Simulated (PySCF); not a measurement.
Excitations are Tamm–Dancoff values on a coarser integration grid. The basis has no diffuse functions, so Rydberg states are missing or too high.

Cartesian coordinates (Å):
SMILES: B/C=C/C=C/C
```xyz
15

B     -3.3758     0.0269    -0.0881
C     -1.9848     0.6064    -0.2882
C     -0.8844    -0.1552    -0.1402
C      0.4783     0.2954    -0.3061
C      1.5320    -0.5029    -0.1472
C      2.9524    -0.0918    -0.3056
H     -3.4875    -1.1260     0.2052
H     -4.3598     0.6890    -0.2147
H     -1.8320     1.6495    -0.5556
H     -1.0113    -1.2015     0.1267
H      0.6266     1.3377    -0.5730
H      1.3539    -1.5412     0.1197
H      3.5103    -0.2612     0.6184
H      3.4439    -0.6858    -1.0798
H      3.0383     0.9608    -0.5721
```
Charge 0, spin multiplicity 1.

Q: What T1 excitation (TDA), S1 excitation (TDA) and total energy does CAM-B3LYP-D3(BJ)/def2-TZVP in PySCF give?

A: 
```
Item                       Result
-------------------  ------------
T1 excitation (TDA)       2.76 eV
S1 excitation (TDA)       5.09 eV
total energy         -220.6981 Ha
```
